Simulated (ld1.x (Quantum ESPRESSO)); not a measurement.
**Scattering properties, ultrasoft potential for Rh**

ld1.x (Quantum ESPRESSO) 7.5 input, shortened:

```
&input
   title='Rh', zed=45., rel=1, dft='PZ', iswitch=3,
   config='[Kr] 4d6 5s0 5p0'
 /
 &inputp
   pseudotype=3, tm=.true., lloc=-1, rcloc=1.60,
   nlcc=.true., rcore=1.60
 /
6
4S  1  0   2.00   0.00  1.55  1.70  0.0
5S  2  0   0.00   0.00  1.55  1.70  0.0
4P  2  1   6.00   0.00  1.55  2.05  0.0
5P  3  1   0.00   0.00  1.55  2.05  0.0
4D  3  2   6.00   0.00  1.60  1.80  0.0
4D  3  2   0.00  -1.65  1.60  1.80  0.0
 &test
   configts(1)='4s2 4p6 4d6 5s0 5p0'
 /
```

The phase is arctan(r·u′/u) with u = r·R(r), unwrapped; energies in Ry, scanned from -11 to 5 Ry. A pole is an energy at which the radial function vanishes at the test radius. The pseudo phase is shifted by a multiple of π to meet the all-electron one at the reference energy, and phase errors are pseudo minus all-electron; the curves can meet again beyond the range given. Levels narrower than the energy grid can be missing from the lists of poles.

Problem. For each channel, where are the poles, and over which energies does the pseudopotential scatter like the atom?

Solution.

| channel | radius (bohr) | reference energy (Ry) | poles, all-electron | poles, pseudo | unbroken range about the reference energy with phases within 0.05 rad | phase error 1 Ry above the reference energy (rad) |
| --- | --- | --- | --- | --- | --- | --- |
| s | 2.25 | -2.20 | -8.66, 1.54 | -8.48, 1.88 | not even at the reference energy | -0.049 |
| p | 2.25 | -1.67 | -6.21, 3.11 | -6.03, 4.45 | not even at the reference energy | +1.523 |
| d | 2.25 | -2.92 | -2.43 | -2.28, 3.97 | not even at the reference energy | +0.033 |

A Bessel basis up to 400 Ry misses an occupied level by 5.93 Ry, so cutoffs and ghosts were not judged. The potential misses its own reference levels by up to 2.4 eV, so it is not fit for use.

Phases in the d channel:

| E (Ry) | all-electron | pseudo |
| --- | --- | --- |
| -11.00 | 1.421 | 1.421 |
| -10.76 | 1.418 | 1.419 |
| -10.52 | 1.416 | 1.417 |
| -10.28 | 1.414 | 1.414 |
| -10.04 | 1.411 | 1.412 |
| -9.80 | 1.409 | 1.409 |
| -9.56 | 1.406 | 1.407 |
| -9.32 | 1.403 | 1.404 |
| -9.08 | 1.400 | 1.401 |
| -8.84 | 1.397 | 1.398 |
| -8.60 | 1.393 | 1.394 |
| -8.36 | 1.390 | 1.391 |
| -8.12 | 1.386 | 1.387 |
| -7.88 | 1.382 | 1.383 |
| -7.64 | 1.377 | 1.379 |
| -7.40 | 1.372 | 1.374 |
| -7.16 | 1.367 | 1.369 |
| -6.92 | 1.361 | 1.363 |
| -6.68 | 1.355 | 1.357 |
| -6.44 | 1.348 | 1.350 |
| -6.20 | 1.340 | 1.343 |
| -5.96 | 1.331 | 1.334 |
| -5.72 | 1.321 | 1.325 |
| -5.48 | 1.310 | 1.314 |
| -5.24 | 1.296 | 1.301 |
| -5.00 | 1.279 | 1.285 |
| -4.76 | 1.259 | 1.266 |
| -4.52 | 1.232 | 1.243 |
| -4.28 | 1.196 | 1.211 |
| -4.04 | 1.142 | 1.166 |
| -3.80 | 1.053 | 1.096 |
| -3.56 | 0.875 | 0.971 |
| -3.32 | 0.389 | 0.686 |
| -3.08 | -0.708 | -0.128 |
| -2.84 | -1.288 | -1.054 |
| -2.60 | -1.494 | -1.394 |
| -2.36 | -1.596 | -1.538 |
| -2.12 | -1.660 | -1.620 |
| -1.88 | -1.707 | -1.676 |
| -1.64 | -1.746 | -1.719 |
| -1.40 | -1.782 | -1.758 |
| -1.16 | -1.817 | -1.794 |
| -0.92 | -1.853 | -1.831 |
| -0.68 | -1.894 | -1.872 |
| -0.44 | -1.941 | -1.920 |
| -0.20 | -1.998 | -1.978 |
| 0.04 | -2.071 | -2.054 |
| 0.28 | -2.167 | -2.160 |
| 0.52 | -2.302 | -2.317 |
| 0.76 | -2.499 | -2.566 |
| 1.00 | -2.785 | -2.953 |
| 1.24 | -3.161 | -3.439 |
| 1.48 | -3.550 | -3.850 |
| 1.72 | -3.859 | -4.118 |
| 1.96 | -4.074 | -4.287 |
| 2.20 | -4.219 | -4.398 |
| 2.44 | -4.322 | -4.476 |
| 2.68 | -4.396 | -4.535 |
| 2.92 | -4.453 | -4.581 |
| 3.16 | -4.497 | -4.618 |
| 3.40 | -4.533 | -4.650 |
| 3.64 | -4.563 | -4.678 |
| 3.88 | -4.588 | -4.703 |
| 4.12 | -4.610 | -4.727 |
| 4.36 | -4.629 | -4.749 |
| 4.60 | -4.646 | -4.771 |
| 4.84 | -4.661 | -4.794 |
